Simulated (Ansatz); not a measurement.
Spectroscopic constants of SnSe, closed-shell singlet (the spin of the measured ground state). No spin–orbit coupling. Se is treated without relativity.

The constants come from a fifth-degree fit in 1/R (seven points, main isotopes). In def2 and cc sets the state is the lowest found near the PBE0 minimum, followed along R. The singlet is held restricted.

Correlated levels freeze the inner cores; with def2 sets outer-core shells near the valence are correlated too. CBS: X⁻³ extrapolation of the correlation energy, Hartree–Fock from the larger set.

Run with Ansatz (Gaussian orbitals). Values without a source in brackets are computed. In def2 rows elements past Kr take small-core potentials, without spin–orbit coupling.

Quantity: r_e, from seven points a level.

Costs are ratios of core time to PBE/def2-TZVPP (roughly 8 s), for whole runs (searches for the state included, and forces where a run took them) on one shared machine, so rough; each error counts from the measured 2.3256 Å [microwave values compiled in ACS Omega 2, 8373 (2017)].

```json
[
 {"level": "SVWN5/def2-TZVPP", "basis functions": "98", "cost": "×0.9"},
 {"level": "PBE/def2-TZVPP", "basis functions": "98", "cost": "×1"},
 {"level": "B3LYP/def2-TZVPP", "basis functions": "98", "cost": "×1"},
 {"level": "PBE0/def2-TZVPP", "basis functions": "98", "cost": "×2"},
 {"level": "r2SCAN/def2-TZVPP", "basis functions": "98", "cost": "×2"},
 {"level": "B2PLYP/def2-TZVPP", "basis functions": "98", "cost": "×2"},
 {"level": "BHLYP/def2-TZVPP", "basis functions": "98", "cost": "×3"},
 {"level": "wB97X-V/def2-TZVPP", "basis functions": "98", "cost": "×4"},
 {"level": "wB97M-V/def2-TZVPP", "basis functions": "98", "cost": "×4"},
 {"level": "CCSD(T)/def2-TZVPP", "basis functions": "98", "cost": "×6"},
 {"level": "CCSD(T)/def2-QZVPP", "basis functions": "171", "cost": "×20"},
 {"level": "CCSD(T)/CBS(def2-TZVPP, def2-QZVPP)", "basis functions": "-", "cost": "×30"}
]
```

Question: What does the step from CCSD(T)/def2-TZVPP to CCSD(T)/def2-QZVPP cost and buy?

Answer: 98 to 171 functions, cost ×4 (rough); the error goes from 0.012 to 0.003 Å.

Each error (Å): SVWN5/def2-TZVPP -0.002; PBE/def2-TZVPP 0.031; B3LYP/def2-TZVPP 0.021; PBE0/def2-TZVPP 0.000; r2SCAN/def2-TZVPP 0.007; B2PLYP/def2-TZVPP 0.018; BHLYP/def2-TZVPP -0.008; wB97X-V/def2-TZVPP -0.024; wB97M-V/def2-TZVPP -0.020; CCSD(T)/def2-TZVPP 0.012; CCSD(T)/def2-QZVPP 0.003; CCSD(T)/CBS(def2-TZVPP, def2-QZVPP) -0.003.

Ansatz is a quantum-chemistry and plane-wave program.
